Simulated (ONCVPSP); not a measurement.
## PBE ONCV dataset for Si (Z = 14), scalar-relativistic all-electron reference.

ONCVPSP 4.0.1 was run on this input:

```
# ATOM AND REFERENCE CONFIGURATION
# atsym  z   nc   nv     iexc    psfile
  Si 14.00    1    4        4      upf
#
#   n    l    f
    1    0    2.00
    2    0    2.00
    2    1    6.00
    3    0    2.00
    3    1    2.00
#
# PSEUDOPOTENTIAL AND OPTIMIZATION
# lmax
    2
#
#   l,   rc,      ep,       ncon, nbas, qcut
    0    0.95    0.00    4    8   11.90
    1    0.85    0.00    5    9   19.90
    2    0.80    0.21    4    9   11.90
#
# LOCAL POTENTIAL
# lloc, lpopt,  rc(5),   dvloc0
    4    5    0.65    1.00
#
# VANDERBILT-KLEINMAN-BYLANDER PROJECTORs
# l, nproj, debl
    0    3    0.40
    1    2    1.20
    2    2    1.30
#
# MODEL CORE CHARGE
# icmod, fcfact, rcfact
    3    3.75    1.30
#
# LOG DERIVATIVE ANALYSIS
# epsh1, epsh2, depsh
   -7.00    5.00    0.04
#
# OUTPUT GRID
# rlmax, drl
    6.00    0.01
#
# TEST CONFIGURATIONS
# ncnf
    4
# nvcnf
#   n    l    f
    4
    2    0    2.00
    2    1    6.00
    3    0    2.00
    3    1    1.00
#
    4
    2    0    2.00
    2    1    6.00
    3    0    2.00
    3    1    0.00
#
    4
    2    0    2.00
    2    1    6.00
    3    0    1.00
    3    1    0.00
#
    4
    2    0    1.00
    2    1    6.00
    3    0    2.00
    3    1    2.00
#
```

Command:

```bash
oncvpsp.x < Si.dat > Si.out
```

Output (shortened: citation, most of the input echo, consistency checks and plot data are left out):

```
ONCVPSP  (Optimized Norm-Conservinng Vanderbilt PSeudopotential)
scalar-relativistic version 4.0.1

#   n    l    f        energy (Ha)
    1    0    2.00    -6.5631993E+01
    2    0    2.00    -5.1265474E+00
    2    1    6.00    -3.5117357E+00
    3    0    2.00    -3.9736459E-01
    3    1    2.00    -1.4998149E-01

Reference configufation results
  iterations    26
  all-electron total energy (Ha)   -2.89836820D+02

Begin loop to  construct optimized pseudo wave functions
and semi-local pseudopoentials for all angular momenta

   Wellstate for l =  0  n =  4
     eigenvalue =   0.0026
     asymptotic potential =   0.5026
     half-point radius = 22.7644

Calculating optimized projector #   1

 for l=   0

    Fraction of norm inside rc  0.926198
    Optimizing pswf for qcut=  11.89 a_B^-1,  ecut=  70.71 Ha
    Residual kinetic energy error=  2.50D-06 Ha

    Energy error per electron        Cutoff
         Ha          eV             Ha
         0.01000     0.27211       23.42
         0.00100     0.02721       29.85
         0.00010     0.00272       39.17
         0.00001     0.00027       61.97

Calculating optimized projector #   2

 for l=   0

    Fraction of norm inside rc  0.042892
    Optimizing pswf for qcut=  11.89 a_B^-1,  ecut=  70.71 Ha
    Residual kinetic energy error=  2.72D-06 Ha

    Energy error per electron        Cutoff
         Ha          eV             Ha
         0.01000     0.27211       17.31
         0.00100     0.02721       24.22
         0.00010     0.00272       45.25
         0.00001     0.00027       61.85

Calculating optimized projector #   3

 for l=   0

    Fraction of norm inside rc  0.004517
    Optimizing pswf for qcut=  11.89 a_B^-1,  ecut=  70.71 Ha
    Residual kinetic energy error=  2.95D-07 Ha

    Energy error per electron        Cutoff
         Ha          eV             Ha
         0.01000     0.27211        9.68
         0.00100     0.02721       17.65
         0.00010     0.00272       24.54
         0.00001     0.00027       47.37

Calculating optimized projector #   1

 for l=   1

    Fraction of norm inside rc  0.875132
    Optimizing pswf for qcut=  19.91 a_B^-1,  ecut= 198.23 Ha
    Residual kinetic energy error=  1.39D-07 Ha

    Energy error per electron        Cutoff
         Ha          eV             Ha
         0.01000     0.27211      112.32
         0.00100     0.02721      137.18
         0.00010     0.00272      157.50
         0.00001     0.00027      173.71

Calculating optimized projector #   2

 for l=   1

    Fraction of norm inside rc  0.023185
    Optimizing pswf for qcut=  19.91 a_B^-1,  ecut= 198.23 Ha
    Residual kinetic energy error=  3.65D-08 Ha

    Energy error per electron        Cutoff
         Ha          eV             Ha
         0.01000     0.27211       78.29
         0.00100     0.02721      111.62
         0.00010     0.00272      139.39
         0.00001     0.00027      161.79

   Wellstate for l =  2  n =  3
     eigenvalue =   0.2100
     asymptotic potential =   0.7100
     half-point radius =  6.3039

   Wellstate for l =  2  n =  4
     eigenvalue =   1.5100
     asymptotic potential =   2.0100
     half-point radius =  3.4284

Calculating optimized projector #   1

 for l=   2

    Fraction of norm inside rc  0.004532
    Optimizing pswf for qcut=  11.90 a_B^-1,  ecut=  70.81 Ha
    Residual kinetic energy error=  6.70D-06 Ha

    Energy error per electron        Cutoff
         Ha          eV             Ha
         0.01000     0.27211        9.26
         0.00100     0.02721       26.70
         0.00010     0.00272       49.10
         0.00001     0.00027       67.83

Calculating optimized projector #   2

 for l=   2

    Fraction of norm inside rc  0.029481
    Optimizing pswf for qcut=  11.90 a_B^-1,  ecut=  70.81 Ha
    Residual kinetic energy error=  5.97D-05 Ha

    Energy error per electron        Cutoff
         Ha          eV             Ha
         0.01000     0.27211       25.86
         0.00100     0.02721       48.29
         0.00010     0.00272       67.27
         0.00001     0.00027      120.68

Construct Vanderbilt / Kleinmman-Bylander projectors

B matrix Hermiticity error, ll=   0
   1   2    5.0230E-04
   1   3   -1.7634E-04
   2   3    4.4126E-06

  Orthonormal projector coefficients -3.7548E+02  9.4115E+00  1.4383E+00

B matrix Hermiticity error, ll=   1
   1   2    2.5982E-04

  Orthonormal projector coefficients -1.9746E+01 -4.9566E+00

B matrix Hermiticity error, ll=   2
   1   2    4.8227E-06

  Orthonormal projector coefficients -6.1897E+01 -2.2397E+00

Model core correction analysis
  based on d2Exc/dn_idn_j

d2excae - all-electron derivatives

   -8.406219D-02   -7.550583D-02   -4.660926D-03   -2.231667D-03
   -7.550721D-02   -8.178019D-02   -4.943274D-03   -3.008819D-03
   -4.660509D-03   -4.942976D-03   -3.640456D-02   -2.812840D-02
   -2.231689D-03   -3.008900D-03   -2.812867D-02   -2.725833D-02

d2excps - pseudofunction derivatives with no core correction

   -8.456197D-02   -8.001974D-02   -4.961955D-03   -2.616914D-03
   -8.002130D-02   -8.368255D-02   -5.163200D-03   -3.078150D-03
   -4.961508D-03   -5.162919D-03   -3.643668D-02   -2.814960D-02
   -2.617015D-03   -3.078272D-03   -2.814986D-02   -2.726110D-02

rms 2nd derivative error    1.680915E-03

rmatch, rhocmatch    0.1831  138.7782

Teter function model core charge with specified parameters

d2excps - pseudofunction derivatives with core correction

   -7.857652D-02   -7.951334D-02   -4.436870D-03   -2.579685D-03
   -7.951300D-02   -8.422183D-02   -5.106425D-03   -3.093294D-03
   -4.436378D-03   -5.106162D-03   -3.639087D-02   -2.814592D-02
   -2.579694D-03   -3.093427D-03   -2.814619D-02   -2.726140D-02

rms 2nd derivative error    2.070200E-03

Pseudoatom total energy -101.515455

Diagnostic tests using Vanderbilt-Kleinman-Bylander pseudopotentials
  1 or more projectors used as specified by nproj input data

   l    rcore       rmatch      e in        delta e   norm test  slope test

   0   0.9545553   0.9835377  -5.1265474   0.0000109   1.0001759   1.0001683
   0   0.9545553   0.9835377  -0.3973646   0.0000151   1.0000715   1.0000547
   0   0.9545553   0.9835377   0.0026354   0.0000968   1.0003592   1.0003592

   1   0.8519998   0.8778683  -3.5117357  -0.0000341   1.0001699   1.0001989
   1   0.8519998   0.8778683  -0.1499815   0.0000129   1.0001075   1.0001066

   2   0.8025270   0.8268935   0.2100000   0.0000853   1.0001384   1.0001384
   2   0.8025270   0.8268935   1.5100000   0.0001171   1.0001682   1.0001682

 Testing for bound ghosts
   n   l    E NL Schr. Eq   E Basis Diag.   E Cutoff

       0                     -177.651979    383.92  WARNING - GHOST(-)
   1   0       -5.126536       -5.126517    383.92
   2   0       -0.397349       -0.097982    383.92

   2   1       -3.511770       -3.511332    544.95
   3   1       -0.149969        0.545976    544.95

 Testing for highly-localized positive-energy ghosts
       l    <radius>/rc     E Basis Diag.   E Cutoff

       0        0.371892       88.420479    383.92  WARNING - GHOST(+)

       0        0.986497      156.580066    383.92  WARNING - GHOST(+)

Test configuration 0

   n   l     f        eae           eps        diff
   1   0  2.0000  -65.63199305
   2   0  2.0000   -5.12654738   -5.12653647    1.09D-05
   2   1  6.0000   -3.51173570   -3.51176979   -3.41D-05
   3   0  2.0000   -0.39736459   -0.39734947    1.51D-05
   3   1  2.0000   -0.14998149   -0.14996856    1.29D-05

    Total energies and differences
      AE_ref= -2.89836820D+02  AE_tst= -2.89836820D+02  dif=  0.00D+00
      PS_ref= -1.01515455D+02  PS_tst= -1.01515455D+02  dif=  1.14D-13
      PSP excitation error= -1.14D-13

Test configuration 1

   n   l     f        eae           eps        diff
   1   0  2.0000  -65.98789348
   2   0  2.0000   -5.47570426   -5.47569204    1.22D-05
   2   1  6.0000   -3.86146401   -3.86100597    4.58D-04
   3   0  2.0000   -0.69950321   -0.69948381    1.94D-05
   3   1  1.0000   -0.42834919   -0.42830469    4.45D-05

    Total energies and differences
      AE_ref= -2.89836820D+02  AE_tst= -2.89552380D+02  dif=  2.84D-01
      PS_ref= -1.01515455D+02  PS_tst= -1.01231027D+02  dif=  2.84D-01
      PSP excitation error=  1.20D-05

Test configuration 2

   n   l     f        eae           eps        diff
   1   0  2.0000  -66.43699071
   2   0  2.0000   -5.90942986   -5.90953736   -1.07D-04
   2   1  6.0000   -4.29635628   -4.29500052    1.36D-03
   3   0  2.0000   -1.04868596   -1.04865121    3.47D-05

    Total energies and differences
      AE_ref= -2.89836820D+02  AE_tst= -2.88964655D+02  dif=  8.72D-01
      PS_ref= -1.01515455D+02  PS_tst= -1.00643358D+02  dif=  8.72D-01
      PSP excitation error=  6.85D-05

Test configuration 3

   n   l     f        eae           eps        diff
   1   0  2.0000  -67.01663042
   2   0  2.0000   -6.46352154   -6.46517013   -1.65D-03
   2   1  6.0000   -4.85157200   -4.85076859    8.03D-04
   3   0  1.0000   -1.45115744   -1.45125230   -9.49D-05

    Total energies and differences
      AE_ref= -2.89836820D+02  AE_tst= -2.87716225D+02  dif=  2.12D+00
      PS_ref= -1.01515455D+02  PS_tst= -9.93948669D+01  dif=  2.12D+00
      PSP excitation error=  7.14D-06

Test configuration 4

   n   l     f        eae           eps        diff
   1   0  2.0000  -66.97581280
   2   0  1.0000   -6.14356511   -6.16879854   -2.52D-02
   2   1  6.0000   -4.55724069   -4.56948091   -1.22D-02
   3   0  2.0000   -0.81857058   -0.81983763   -1.27D-03
   3   1  2.0000   -0.51531644   -0.51546220   -1.46D-04

    Total energies and differences
      AE_ref= -2.89836820D+02  AE_tst= -2.84212668D+02  dif=  5.62D+00
      PS_ref= -1.01515455D+02  PS_tst= -9.58790977D+01  dif=  5.64D+00
      PSP excitation error= -1.22D-02
```

Note: ghosts flagged at negative energy: s at -4834.2 eV; GHOST(+) flags only above 600 eV. A true bound ghost makes a file unfit for plane-wave use.

The run took about 4.6 s on one core of a shared server CPU.
